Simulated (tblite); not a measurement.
Species: C₈H₇Si (doublet state).
Atom-mapped SMILES: `[CH:1]#[C:2][SiH2:3][c:4]1[c:5][cH:6][cH:7][cH:8][cH:9]1` (hydrogens: H10 on C1; H11, H12 on Si3; H13 on C6; H14 on C7; H15 on C8; H16 on C9)

The geometry is computed with GFN2-xTB (gas phase). This method treats the open shell by occupation alone, without spin polarisation.

Some entries are withheld. Bonds in one row agree within 0.01 Å.

```
      coordinate    value
           C1≡C2  1.202 Å
          C2–Si3  1.852 Å
          Si3–C4        ?
           C4–C5  1.363 Å
           C5–C6  1.364 Å
           C6–C7        ?
           C7–C8  1.385 Å
           C8–C9        ?
           C4–C9  1.400 Å
          C1–H10  1.053 Å
Si3–H11, Si3–H12  1.467 Å
          C6–H13  1.080 Å
          C7–H14  1.081 Å
          C8–H15  1.081 Å
          C9–H16  1.081 Å
       C1–C2–Si3        ?
       C2–Si3–C4        ?
       Si3–C4–C5        ?
       Si3–C4–C9   121.9°
        C5–C4–C9   116.2°
        C4–C5–C6   126.1°
        C5–C6–C7   116.8°
        C6–C7–C8   119.8°
        C7–C8–C9   121.0°
        C4–C9–C8   120.1°
```

Task: Estimate the withheld lengths and angles.

Result: 
- Si3–C4 = 1.893 Å, drawn single (ends: silicon bonded to 2 C and 2 H; carbon bonded to 2 C and Si); 0.05 Å above the sum of covalent radii, 1.84 Å.
- C6–C7 = 1.394 Å, aromatic (both ends carbon bonded to 2 C and H); 0.07 Å below the sum of covalent radii, 1.46 Å.
- C8–C9 = 1.383 Å, aromatic (both ends carbon bonded to 2 C and H); 0.08 Å below the sum of covalent radii, 1.46 Å.
- C1–C2–Si3 = 178.6°, at the carbon bonded to C and Si; the outer atoms are 3.054 Å apart.
- C2–Si3–C4 = 106.7°, at the silicon bonded to 2 C and 2 H; the outer atoms are 3.005 Å apart.
- Si3–C4–C5 = 121.8°, at the carbon bonded to 2 C and Si; the outer atoms are 2.857 Å apart.

Radii are Cordero's, carbon taken as 0.76, 0.73 or 0.69 Å for four, three, and two or fewer neighbours.

Its lowest GFN2-xTB frequency is 9i cm⁻¹, too small to tell a flat minimum from a shallow saddle. Torsions: C2–Si3–C4–C5 135°.

One conformer stands for the species.
